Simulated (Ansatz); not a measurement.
Program: Ansatz. Geometries: PBE0-D4/def2-TZVP. ΔE: electronic, gas phase. CCSD(T)/CBS is the MP2 limit (def2-TZVPP, def2-QZVPP) plus CCSD(T) − MP2 in def2-TZVPP, frozen cores. This one scheme is used for every species. DFT in def2-TZVPP. B3LYP here is the variant with VWN-RPA as its local correlation; programs differ in this. One conformer a species, not always the lowest.

`FC(F)C(F)(C(F)F)C(F)(F)F` + `N[SiH3]` → `FC(F)N[SiH3]` + `FC(F)C(F)C(F)(F)F`  (substitution at a C–C bond)

`FC(F)C(F)(C(F)F)C(F)(F)F`:

Z-matrix (Å, degrees):
```
C
F 1 1.353
C 1 1.540 2 108.5
F 1 1.340 2 107.6 3 119.3
H 1 1.093 2 108.8 3 -121.9
F 3 1.363 1 109.0 2 70.4
C 3 1.540 1 108.7 2 -45.8
C 3 1.544 1 111.0 2 -171.4
F 7 1.342 3 111.3 1 -171.6
F 7 1.350 3 109.9 1 -51.5
H 7 1.093 3 109.0 1 68.2
F 8 1.335 3 109.8 1 66.1
F 8 1.330 3 110.8 1 -53.2
F 8 1.323 3 111.4 1 -173.2
```

`N[SiH3]`:

Cartesian coordinates in Å:
```
N 0.269 -0.738 0.722
Si -0.271 0.438 -0.411
H 0.784 -0.445 1.536
H 0.600 -1.630 0.394
H -0.951 1.522 0.344
H 0.791 1.077 -1.246
H -1.223 -0.225 -1.339
```

`FC(F)N[SiH3]`:

Z-matrix (Å, degrees):
```
C
F 1 1.356
N 1 1.392 2 109.1
F 1 1.372 2 105.5 3 121.5
H 1 1.094 2 109.1 3 -124.4
Si 3 1.742 1 124.9 2 34.9
H 3 1.006 1 113.8 2 -162.6
H 6 1.484 3 112.6 1 50.0
H 6 1.482 3 111.2 1 -72.5
H 6 1.484 3 104.1 1 169.2
```

`FC(F)C(F)C(F)(F)F`:

Cartesian coordinates in Å:
```
F 1.371 0.533 -1.907
C 1.117 0.148 -0.636
F 1.673 -1.062 -0.448
C -0.392 0.085 -0.448
F -0.920 -0.904 -1.217
C -0.806 -0.142 1.003
F -2.131 -0.092 1.117
F -0.287 0.830 1.766
F -0.394 -1.310 1.477
H 1.581 0.866 0.048
H -0.812 1.049 -0.756
```

```csv
level,ΔE (kJ/mol),difference from CCSD(T)/CBS
r2SCAN-D4,-25.3,0.2
ωB97X-V,-27.0,-1.5
ωB97M-V,-25.2,0.3
B2PLYP,-33.2,-7.7
PBE0,-35.0,-9.5
B3LYP,-38.7,-13.2
HF/def2-TZVPP,-42.6,-17.1
MP2/def2-TZVPP,-26.0,-0.5
SCS-MP2/def2-TZVPP,-28.4,-2.9
CCSD/def2-TZVPP,-26.9,-1.4
HF/def2-QZVPP,-43.1,-17.6
MP2/def2-QZVPP,-26.9,-1.4
SCS-MP2/def2-QZVPP,-29.2,-3.7
HF/CBS(def2),-43.1,-17.6
MP2/CBS(def2),-27.3,-1.8
CCSD/CBS(def2),-28.2,-2.7
CCSD(T)/CBS,-25.5,0
```

Largest T1 diagnostic among the species: 0.012.

In def2-TZVPP, CCSD(T) changes the Hartree–Fock value by +18.4 kJ/mol (the triples alone add +2.8 kJ/mol) and MP2 by +16.6 kJ/mol. The D4 term adds +6.1 kJ/mol with B3LYP and +3.6 kJ/mol with PBE0; it sums over pairs of atoms, weighted by their polarisabilities, and B3LYP, whose exchange is more repulsive, gets the larger term.

CCSD(T)/CBS has its own doubt, a few kJ/mol and more with outer-core shells, so smaller differences from it don't rank the levels.
